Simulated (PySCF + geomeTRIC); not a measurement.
Computed with PBE-D3(BJ)/def2-TZVP run with PySCF + geomeTRIC. fastk is a local helper that only speeds up exchange builds. No frequencies were computed at this level.

```python
import json, numpy as np
from pyscf import gto, dft
from fastk import lowrank_exchange
atoms = """
F      1.847796    -1.949817    -0.841491
Si     2.099486    -0.548058    -0.072611
Si     0.067083     0.513380    -0.350324
Si    -1.909691    -0.621386     0.159787
S      0.209697     2.304898     0.894751
H      2.440892    -0.960438     1.284287
H      3.283713    -0.009534    -0.732697
H     -0.014791     1.105899    -1.701089
H     -1.972332    -0.986500     1.577866
H     -3.106565     0.180584    -0.123317
H     -1.987040    -1.844473    -0.637184
H     -0.958249     2.815445     0.542023
"""
def scf(charge, spin, dm0=None):
    mol = gto.M(atom=atoms, basis='def2-tzvp', ecp={}, charge=charge, spin=spin, verbose=3, max_memory=5040)
    mf = dft.KS(mol, xc='pbe').density_fit(auxbasis="def2-universal-jkfit")
    mf.disp = 'd3bj'
    mf.grids.level = 3
    mf.conv_tol = 1e-8
    mf.max_cycle = 60
    mf.kernel(dm0)
    if not mf.converged:
        mf = mf.newton().run(mf.mo_coeff, mf.mo_occ).undo_soscf()
    return mf
mf = scf(0, 0)
from pyscf.geomopt.geometric_solver import kernel as optimize
path = []
done, mol = optimize(mf, maxsteps=80, assert_convergence=False, callback=lambda env: path.append((env["energy"], bool(env["g_scanner"].converged))))
res = dict(converged=bool(done and path[-1][1]), energy=path[-1][0], path=[e for e, c in path], xyz=mol.atom_coords(unit="Angstrom").tolist(), nao=mol.nao)
json.dump(res, open("result.json", "w"))
```

Output:

```
converged SCF energy = -1370.16480710745
Geometry optimization cycle 1
converged SCF energy = -1370.16480710812
cycle 1: E = -1370.16480711  dE = -1370.16  norm(grad) = 0.051952
Geometry optimization cycle 2
converged SCF energy = -1370.17250388524
cycle 2: E = -1370.17250389  dE = -0.00769678  norm(grad) = 0.0177112
Geometry optimization cycle 3
converged SCF energy = -1370.17357620175
cycle 3: E = -1370.1735762  dE = -0.00107232  norm(grad) = 0.00786447
Geometry optimization cycle 4
converged SCF energy = -1370.17380040658
cycle 4: E = -1370.17380041  dE = -0.000224205  norm(grad) = 0.00255901
Geometry optimization cycle 5
converged SCF energy = -1370.17387562077
cycle 5: E = -1370.17387562  dE = -7.52142e-05  norm(grad) = 0.00147409
Geometry optimization cycle 6
converged SCF energy = -1370.17392001408
cycle 6: E = -1370.17392001  dE = -4.43933e-05  norm(grad) = 0.0021683
Geometry optimization cycle 7
converged SCF energy = -1370.17396396076
cycle 7: E = -1370.17396396  dE = -4.39467e-05  norm(grad) = 0.00198567
Geometry optimization cycle 8
converged SCF energy = -1370.17398728737
cycle 8: E = -1370.17398729  dE = -2.33266e-05  norm(grad) = 0.000959669
Geometry optimization cycle 9
converged SCF energy = -1370.17400364565
cycle 9: E = -1370.17400365  dE = -1.63583e-05  norm(grad) = 0.000778252
Geometry optimization cycle 10
converged SCF energy = -1370.17402084913
cycle 10: E = -1370.17402085  dE = -1.72035e-05  norm(grad) = 0.00145157
Geometry optimization cycle 11
converged SCF energy = -1370.17404135481
cycle 11: E = -1370.17404135  dE = -2.05057e-05  norm(grad) = 0.0016506
Geometry optimization cycle 12
converged SCF energy = -1370.17405706786
cycle 12: E = -1370.17405707  dE = -1.5713e-05  norm(grad) = 0.000997918
Geometry optimization cycle 13
converged SCF energy = -1370.17406357928
cycle 13: E = -1370.17406358  dE = -6.51142e-06  norm(grad) = 0.000324646
Geometry optimization cycle 14
converged SCF energy = -1370.17406562688
cycle 14: E = -1370.17406563  dE = -2.0476e-06  norm(grad) = 0.000315939
Geometry optimization cycle 15
converged SCF energy = -1370.17406703567
cycle 15: E = -1370.17406704  dE = -1.40879e-06  norm(grad) = 0.000361608
Geometry optimization cycle 16
converged SCF energy = -1370.17406840988
cycle 16: E = -1370.17406841  dE = -1.37421e-06  norm(grad) = 0.00030302
Geometry optimization cycle 17
converged SCF energy = -1370.17406941366
cycle 17: E = -1370.17406941  dE = -1.00378e-06  norm(grad) = 0.000226756
Geometry optimization cycle 18
converged SCF energy = -1370.17407022434
cycle 18: E = -1370.17407022  dE = -8.10683e-07  norm(grad) = 0.000279519
Geometry optimization cycle 19
converged SCF energy = -1370.17407121249
cycle 19: E = -1370.17407121  dE = -9.88149e-07  norm(grad) = 0.00045926
Geometry optimization cycle 20
converged SCF energy = -1370.17407269315
cycle 20: E = -1370.17407269  dE = -1.48066e-06  norm(grad) = 0.000870509
Geometry optimization cycle 21
converged SCF energy = -1370.1740655698
cycle 21: E = -1370.17406557  dE = 7.12335e-06  norm(grad) = 0.00220961
Geometry optimization cycle 22
converged SCF energy = -1370.1740752017
cycle 22: E = -1370.1740752  dE = -9.63191e-06  norm(grad) = 0.00257886
Geometry optimization cycle 23
converged SCF energy = -1370.1741447243
cycle 23: E = -1370.17414472  dE = -6.95226e-05  norm(grad) = 0.00151493
Geometry optimization cycle 24
converged SCF energy = -1370.17419500149
cycle 24: E = -1370.174195  dE = -5.02772e-05  norm(grad) = 0.000791038
Geometry optimization cycle 25
converged SCF energy = -1370.17416960085
cycle 25: E = -1370.1741696  dE = 2.54006e-05  norm(grad) = 0.00088073
Geometry optimization cycle 26
converged SCF energy = -1370.17419857301
cycle 26: E = -1370.17419857  dE = -2.89722e-05  norm(grad) = 0.000518713
Geometry optimization cycle 27
converged SCF energy = -1370.17418225035
cycle 27: E = -1370.17418225  dE = 1.63227e-05  norm(grad) = 0.00145229
Geometry optimization cycle 28
converged SCF energy = -1370.17419512132
cycle 28: E = -1370.17419512  dE = -1.2871e-05  norm(grad) = 0.0010527
Geometry optimization cycle 29
converged SCF energy = -1370.17420149746
cycle 29: E = -1370.1742015  dE = -6.37614e-06  norm(grad) = 0.000317094
Geometry optimization cycle 30
converged SCF energy = -1370.17420097169
cycle 30: E = -1370.17420097  dE = 5.25765e-07  norm(grad) = 0.000206694
Geometry optimization cycle 31
converged SCF energy = -1370.1742021058
cycle 31: E = -1370.17420211  dE = -1.13411e-06  norm(grad) = 0.000435912
Geometry optimization cycle 32
converged SCF energy = -1370.17420321019
cycle 32: E = -1370.17420321  dE = -1.10439e-06  norm(grad) = 0.000559458
Geometry optimization cycle 33
converged SCF energy = -1370.17420508185
cycle 33: E = -1370.17420508  dE = -1.87167e-06  norm(grad) = 0.000405773
Geometry optimization cycle 34
converged SCF energy = -1370.17420645751
cycle 34: E = -1370.17420646  dE = -1.37566e-06  norm(grad) = 0.000212418
Geometry optimization cycle 35
converged SCF energy = -1370.17420756561
cycle 35: E = -1370.17420757  dE = -1.10809e-06  norm(grad) = 0.000208431
Geometry optimization cycle 36
converged SCF energy = -1370.17420846015
cycle 36: E = -1370.17420846  dE = -8.94549e-07  norm(grad) = 0.000191783
Geometry optimization cycle 37
converged SCF energy = -1370.17420929841
cycle 37: E = -1370.1742093  dE = -8.3826e-07  norm(grad) = 0.000147466
Geometry optimization cycle 38
converged SCF energy = -1370.174209726
cycle 38: E = -1370.17420973  dE = -4.27588e-07  norm(grad) = 0.000126078
<class 'geometric.internal.Distance'> : 11
<class 'geometric.internal.Angle'> : 19
<class 'geometric.internal.Dihedral'> : 21
<class 'geometric.internal.TranslationX'> : 1
<class 'geometric.internal.TranslationY'> : 1
<class 'geometric.internal.TranslationZ'> : 1
<class 'geometric.internal.RotationA'> : 1
<class 'geometric.internal.RotationB'> : 1
<class 'geometric.internal.RotationC'> : 1
Step    0 : Gradient = 1.500e-02/2.428e-02 (rms/max) Energy = -1370.1648071081
Step    1 : Displace = 5.537e-02/8.178e-02 (rms/max) Trust = 1.000e-01 (=) Grad = 5.113e-03/1.400e-02 (rms/max) E (change) = -1370.1725038852 (-7.697e-03) Quality = 1.192
Step    2 : Displace = 3.259e-02/5.071e-02 (rms/max) Trust = 1.414e-01 (+) Grad = 2.270e-03/5.230e-03 (rms/max) E (change) = -1370.1735762017 (-1.072e-03) Quality = 1.228
Step    3 : Displace = 1.889e-02/3.165e-02 (rms/max) Trust = 2.000e-01 (+) Grad = 7.387e-04/1.374e-03 (rms/max) E (change) = -1370.1738004066 (-2.242e-04) Quality = 1.289
Step    4 : Displace = 1.778e-02/3.111e-02 (rms/max) Trust = 2.828e-01 (+) Grad = 4.255e-04/9.460e-04 (rms/max) E (change) = -1370.1738756208 (-7.521e-05) Quality = 1.303
Step    5 : Displace = 2.016e-02/3.678e-02 (rms/max) Trust = 3.000e-01 (+) Grad = 6.259e-04/1.299e-03 (rms/max) E (change) = -1370.1739200141 (-4.439e-05) Quality = 1.391
Step    6 : Displace = 3.103e-02/5.929e-02 (rms/max) Trust = 3.000e-01 (=) Grad = 5.732e-04/1.088e-03 (rms/max) E (change) = -1370.1739639608 (-4.395e-05) Quality = 1.195
Step    7 : Displace = 2.284e-02/4.604e-02 (rms/max) Trust = 3.000e-01 (=) Grad = 2.770e-04/5.185e-04 (rms/max) E (change) = -1370.1739872874 (-2.333e-05) Quality = 1.127
Step    8 : Displace = 1.667e-02/3.368e-02 (rms/max) Trust = 3.000e-01 (=) Grad = 2.247e-04/4.803e-04 (rms/max) E (change) = -1370.1740036457 (-1.636e-05) Quality = 1.147
Step    9 : Displace = 1.709e-02/3.016e-02 (rms/max) Trust = 3.000e-01 (=) Grad = 4.190e-04/8.530e-04 (rms/max) E (change) = -1370.1740208491 (-1.720e-05) Quality = 1.244
Step   10 : Displace = 2.202e-02/3.965e-02 (rms/max) Trust = 3.000e-01 (=) Grad = 4.765e-04/8.477e-04 (rms/max) E (change) = -1370.1740413548 (-2.051e-05) Quality = 1.276
Step   11 : Displace = 1.940e-02/3.593e-02 (rms/max) Trust = 3.000e-01 (=) Grad = 2.881e-04/5.072e-04 (rms/max) E (change) = -1370.1740570679 (-1.571e-05) Quality = 1.274
Step   12 : Displace = 9.434e-03/1.814e-02 (rms/max) Trust = 3.000e-01 (=) Grad = 9.372e-05/2.012e-04 (rms/max) E (change) = -1370.1740635793 (-6.511e-06) Quality = 1.230
Step   13 : Displace = 3.471e-03/5.936e-03 (rms/max) Trust = 3.000e-01 (=) Grad = 9.120e-05/2.229e-04 (rms/max) E (change) = -1370.1740656269 (-2.048e-06) Quality = 1.327
Step   14 : Displace = 3.677e-03/6.340e-03 (rms/max) Trust = 3.000e-01 (=) Grad = 1.044e-04/2.136e-04 (rms/max) E (change) = -1370.1740670357 (-1.409e-06) Quality = 1.355
Step   15 : Displace = 5.421e-03/8.572e-03 (rms/max) Trust = 3.000e-01 (=) Grad = 8.747e-05/1.547e-04 (rms/max) E (change) = -1370.1740684099 (-1.374e-06) Quality = 1.194
Step   16 : Displace = 5.730e-03/8.244e-03 (rms/max) Trust = 3.000e-01 (=) Grad = 6.546e-05/1.440e-04 (rms/max) E (change) = -1370.1740694137 (-1.004e-06) Quality = 1.014
Step   17 : Displace = 5.664e-03/8.273e-03 (rms/max) Trust = 3.000e-01 (=) Grad = 8.069e-05/1.945e-04 (rms/max) E (change) = -1370.1740702243 (-8.107e-07) Quality = 0.854
Step   18 : Displace = 7.923e-03/1.256e-02 (rms/max) Trust = 3.000e-01 (=) Grad = 1.326e-04/3.048e-04 (rms/max) E (change) = -1370.1740712125 (-9.881e-07) Quality = 0.707
Step   19 : Displace = 1.922e-02/3.135e-02 (rms/max) Trust = 3.000e-01 (=) Grad = 2.513e-04/4.824e-04 (rms/max) E (change) = -1370.1740726931 (-1.481e-06) Quality = 0.425
Step   20 : Displace = 7.800e-02/1.283e-01 (rms/max) Trust = 3.000e-01 (=) Grad = 6.379e-04/1.221e-03 (rms/max) E (change) = -1370.1740655698 (+7.123e-06) Quality = -0.506
Step   21 : Displace = 4.018e-02/6.840e-02 (rms/max) Trust = 3.900e-02 (-) Grad = 7.445e-04/1.478e-03 (rms/max) E (change) = -1370.1740752017 (-9.632e-06) Quality = 0.567
Step   22 : Displace = 3.951e-02/6.438e-02 (rms/max) Trust = 3.900e-02 (=) Grad = 4.373e-04/1.035e-03 (rms/max) E (change) = -1370.1741447243 (-6.952e-05) Quality = 1.125
Step   23 : Displace = 6.066e-02/1.065e-01 (rms/max) Trust = 5.516e-02 (+) Grad = 2.284e-04/4.154e-04 (rms/max) E (change) = -1370.1741950015 (-5.028e-05) Quality = 0.898
Step   24 : Displace = 7.870e-02/1.351e-01 (rms/max) Trust = 7.800e-02 (+) Grad = 2.542e-04/5.169e-04 (rms/max) E (change) = -1370.1741696008 (+2.540e-05) Quality = -1.065
Step   25 : Displace = 4.011e-02/6.770e-02 (rms/max) Trust = 3.900e-02 (x) Grad = 1.497e-04/2.668e-04 (rms/max) E (change) = -1370.1741985730 (-3.572e-06) Quality = 0.221
Step   26 : Displace = 2.022e-02/4.020e-02 (rms/max) Trust = 1.950e-02 (-) Grad = 4.192e-04/9.903e-04 (rms/max) E (change) = -1370.1741822503 (+1.632e-05) Quality = -1.538
Step   27 : Displace = 9.961e-03/1.803e-02 (rms/max) Trust = 9.750e-03 (x) Grad = 3.039e-04/7.074e-04 (rms/max) E (change) = -1370.1741951213 (+3.452e-06) Quality = -0.381
Step   28 : Displace = 5.209e-03/8.949e-03 (rms/max) Trust = 4.875e-03 (-) Grad = 9.154e-05/2.023e-04 (rms/max) E (change) = -1370.1742014975 (-6.376e-06) Quality = 0.952
Step   29 : Displace = 6.563e-03/1.109e-02 (rms/max) Trust = 6.894e-03 (+) Grad = 5.967e-05/1.241e-04 (rms/max) E (change) = -1370.1742009717 (+5.258e-07) Quality = -0.159
Step   30 : Displace = 2.985e-03/5.815e-03 (rms/max) Trust = 3.281e-03 (-) Grad = 1.258e-04/2.253e-04 (rms/max) E (change) = -1370.1742021058 (-1.134e-06) Quality = 0.264
Step   31 : Displace = 3.267e-03/8.025e-03 (rms/max) Trust = 3.281e-03 (=) Grad = 1.615e-04/3.149e-04 (rms/max) E (change) = -1370.1742032102 (-1.104e-06) Quality = 0.188
Step   32 : Displace = 1.762e-03/4.181e-03 (rms/max) Trust = 1.633e-03 (-) Grad = 1.171e-04/2.155e-04 (rms/max) E (change) = -1370.1742050819 (-1.872e-06) Quality = 0.415
Step   33 : Displace = 1.616e-03/2.581e-03 (rms/max) Trust = 1.633e-03 (=) Grad = 6.132e-05/9.703e-05 (rms/max) E (change) = -1370.1742064575 (-1.376e-06) Quality = 0.482
Step   34 : Displace = 1.747e-03/2.841e-03 (rms/max) Trust = 1.633e-03 (=) Grad = 6.017e-05/1.142e-04 (rms/max) E (change) = -1370.1742075656 (-1.108e-06) Quality = 0.312
Step   35 : Displace = 1.668e-03/2.771e-03 (rms/max) Trust = 1.633e-03 (=) Grad = 5.536e-05/1.045e-04 (rms/max) E (change) = -1370.1742084602 (-8.945e-07) Quality = 0.268
Step   36 : Displace = 1.611e-03/2.657e-03 (rms/max) Trust = 1.633e-03 (=) Grad = 4.257e-05/7.759e-05 (rms/max) E (change) = -1370.1742092984 (-8.383e-07) Quality = 0.248
Step   37 : Displace = 8.054e-04/1.366e-03 (rms/max) Trust = 8.056e-04 (-) Grad = 3.640e-05/5.735e-05 (rms/max) E (change) = -1370.1742097260 (-4.276e-07) Quality = 0.229
Converged! =D
```

Cost: very roughly 25 core-minutes.
